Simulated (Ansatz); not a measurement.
The same path of C3H8OSi2 (14 atoms, charge 0, multiplicity 1) was run twice with different band settings. The coordinate that changes most is the dihedral H9–Si1–C2–C3.

Method: RKS PBE0-D4/STO-3G in Ansatz 0.2.0.

Relaxed end points:

```xyz
14
Properties=species:S:1:pos:R:3
Si -1.219 -0.734 1.762
C -0.094 -0.264 0.378
C 1.122 -0.811 0.166
O 1.951 -0.429 -0.890
Si 1.060 0.811 -1.736
C -0.467 0.812 -0.653
H -0.610 -1.765 2.567
H -1.498 0.412 2.599
H -2.480 -1.220 1.250
H 1.567 -1.598 0.794
H 1.831 2.035 -1.724
H 0.854 0.390 -3.105
H -1.381 0.547 -1.203
H -0.652 1.785 -0.176
```

```xyz
14
Properties=species:S:1:pos:R:3
Si -1.241 -0.756 1.738
C -0.151 -0.309 0.318
C 0.726 -1.159 -0.258
O 1.538 -0.795 -1.334
Si 1.125 0.868 -1.666
C -0.163 1.085 -0.325
H -0.977 0.100 2.872
H -2.632 -0.595 1.381
H -1.011 -2.128 2.121
H 0.882 -2.201 0.060
H 2.311 1.684 -1.529
H 0.632 0.968 -3.023
H -1.156 1.340 -0.723
H 0.102 1.869 0.399
```

Common settings: movable images 7; climbing image yes; spring 5.0 eV/Å²; optimiser quadratic models (default); start path IDPP; force threshold 0.05 eV/Å; end points relaxed.

| run | iteration limit |
| --- | --- |
| 1 | 46 |
| 2 | 10 |

Problem. What does each run give, and how far can it be trusted?

Solution. Run 1: converged after 3 iterations, highest image 0.038 eV above the first end. A vibrational analysis at the climbing image gives one clearly imaginary mode, 88i cm⁻¹: a first-order saddle point.
Run 2: converged after 3 iterations, highest image 0.038 eV above the first end. Another band between the same ends (7 images) ends at a top of the same energy, where a vibrational analysis finds 1 clearly imaginary mode.
Limits of this set-up: minimal basis.
